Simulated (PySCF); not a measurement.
Species: 3-ethyl-1-pentyne, C7H12.
SMILES with atom numbers: `[CH:1]#[C:2][CH:3]([CH2:4][CH3:5])[CH2:6][CH3:7]` (hydrogens: H8 on C1; H9 on C3; H10, H11 on C4; H12, H13, H14 on C5; H15, H16 on C6; H17, H18, H19 on C7)

Cartesian coordinates in Å at the GFN2-xTB level; atoms count from 1:
```xyz
19
C7H12 angstrom
C     -0.2747    1.8986    1.6368
C     -0.1475    1.0765    0.7764
C      0.0049    0.0523   -0.2418
C     -1.1656   -0.9402   -0.1651
C     -2.5073   -0.2753   -0.4460
C      1.3492   -0.6706   -0.0647
C      2.5370    0.2624   -0.2642
H     -0.3864    2.6268    2.3836
H     -0.0081    0.5410   -1.2247
H     -0.9952   -1.7398   -0.8901
H     -1.1839   -1.3896    0.8305
H     -3.3142   -1.0006   -0.3672
H     -2.6888    0.5246    0.2684
H     -2.5239    0.1499   -1.4477
H      1.4045   -1.4893   -0.7866
H      1.3888   -1.1035    0.9378
H      2.4919    1.0902    0.4402
H      2.5393    0.6700   -1.2734
H      3.4703   -0.2744   -0.1097
```

The calculation used PBE0/pcSseg-1 in PySCF (dipole) on a GFN2-xTB geometry, gas phase.

Masses are those of the commonest isotopes; rigid-rotor values at the optimised geometry. The values belong to one conformer with, in the numbering `[CH:1]#[C:2][CH:3]([CH2:4][CH3:5])[CH2:6][CH3:7]`, C2–C3–C4–C5 63°, C2–C3–C6–C7 -63°.

Task: Give the principal moments of inertia and the rotational constants in MHz.

Result: Ia = 145.85, Ib = 266.16, Ic = 378.96 u·Å²; 505379 MHz·u·Å²/I gives A = 3465, B = 1899, C = 1334 MHz.

Task: What kind of rotor is it?

Result: An asymmetric top; Ray's κ = -0.470.

Task: What does the inertial defect say?

Result: Not planar: Δ = Ic − Ia − Ib = -33.05 u·Å². For a rigid frame Δ = −2 Σ m c², so Σ m c² = 16.53 u·Å² lies off the ab plane: 10.04 from hydrogen and 6.49 from heavier atoms. The atom farthest from that plane is 1.44 Å away.

Task: Give the other two planar moments, Paa and Pbb, and the rms extents of the mass along the axes.

Result: Paa = Σ m a² = (Ib + Ic − Ia)/2 = 249.64 and Pbb = Σ m b² = (Ia + Ic − Ib)/2 = 129.32 u·Å². With the mass M = 96.09 u, the rms extents √(P/M) along a, b and c are 1.61, 1.16, 0.41 Å.

Task: Predict some low-J microwave lines.

Result: The dipole components are |μa| = 0.00 D, |μb| = 0.64 D, |μc| = 0.04 D; the mirror of this Cs structure is the bc plane, so μa vanishes by symmetry and there are no a-type lines. The squared components, which scale the intensities, stand as 1.00 : 0.00 (b : c). Some lines, for components of 0.1 D or more:

```csv
type,branch,"J(Ka,Kc)",MHz,lower level (cm⁻¹)
b,Q,"1(1,0) ← 1(0,1)",2132,0.108
b,Q,"2(1,1) ← 2(0,2)",2824,0.319
b,R,"2(0,2) ← 1(1,1)",4771,0.160
b,R,"1(1,1) ← 0(0,0)",4799,0.000
b,Q,"2(2,0) ← 2(1,1)",4826,0.413
b,Q,"2(2,1) ← 2(1,2)",6395,0.357
b,R,"2(1,2) ← 1(0,1)",7466,0.108
b,R,"2(2,1) ← 1(1,0)",11729,0.179
b,R,"2(2,0) ← 1(1,1)",12422,0.160
```

Task: Estimate the classical rotational partition function at 25 K, 50 K and 200 K.

Result: Point group Cs, symmetry number σ = 1; q = (√π/σ)·√((kT/h)³/(ABC)), k/h = 20836.6 MHz/K: 7110 at 25 K, 20100 at 50 K, 161000 at 200 K.

Stationary, but not proved a minimum. No vibrational averaging or centrifugal distortion is included, and the geometry carries the error of its method. A rigid rotor knows nothing of internal rotation, which can split or shift real lines.

Hardware: Arm Neoverse V1, one thread, shared host. Cost: 28 s of wall time. This is the PBE0/pcSseg-1 job that gave the dipole, with the shieldings it also computed.
